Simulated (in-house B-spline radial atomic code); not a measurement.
# The xenon ion Xe²⁺: [Kr] (4d3/2)3 (4d5/2)6 5s2 (5p1/2)1 (5p3/2)3 (9d5/2)1 (an excited or competing configuration)

Computed with a radial B-spline atomic code at the basis-set limit: Dirac-Hartree-Fock, average of the jj configuration, Fermi nucleus of rms radius 4.7859 fm.

Screening seen three ways: the hydrogenic charge with the same mean radius, Z_r = [3n² - l(l+1)]/(2<r>), the one with the same energy, Z_e = n√(-2ε), and Slater's rules. Values are occupation-weighted means over j. An effective charge above Z reflects the relativistic contraction of the inner shells.

| shell | electrons | ε (eV) | <r> (bohr) | Z_r | Z_e | Slater |
| --- | --- | --- | --- | --- | --- | --- |
| 1s | 2 | -34800 | 0.02665 | 56.28 | 50.57 | 53.70 |
| 2s | 2 | -5553.5 | 0.114 | 52.62 | 40.41 | 49.85 |
| 2p | 6 | -4988.4 | 0.1001 | 49.93 | 38.30 | 49.85 |
| 3s | 2 | -1213.8 | 0.3045 | 44.34 | 28.34 | 42.75 |
| 3p | 6 | -1025.8 | 0.3027 | 41.30 | 26.05 | 42.75 |
| 3d | 10 | -743.54 | 0.28 | 37.50 | 22.18 | 32.85 |
| 4s | 2 | -269.94 | 0.7125 | 33.68 | 17.82 | 26.25 |
| 4p | 6 | -206.75 | 0.7584 | 30.33 | 15.59 | 26.25 |
| 4d | 9 | -112.12 | 0.8575 | 24.49 | 11.48 | 15.20 |
| 5s | 2 | -58.361 | 1.729 | 21.68 | 10.36 | 9.80 |
| 5p | 4 | -42.382 | 1.967 | 18.56 | 8.82 | 9.80 |
| 9d | 1 | -2.5536 | 23.1 | 5.13 | 3.90 | 3.00 |

The least bound orbital is 9d5/2 at -2.554 eV, and it is also the most diffuse (<r> = 23.1 bohr). The part-filled 4d shell lies below the filled 5s shell in orbital energy.

For the 1s electron the small component carries 3.96 % of the norm, the zero-frequency Breit interaction raises the level by 86.9 eV, self-energy by 49.96 eV, and vacuum polarisation lowers it by 7 eV.
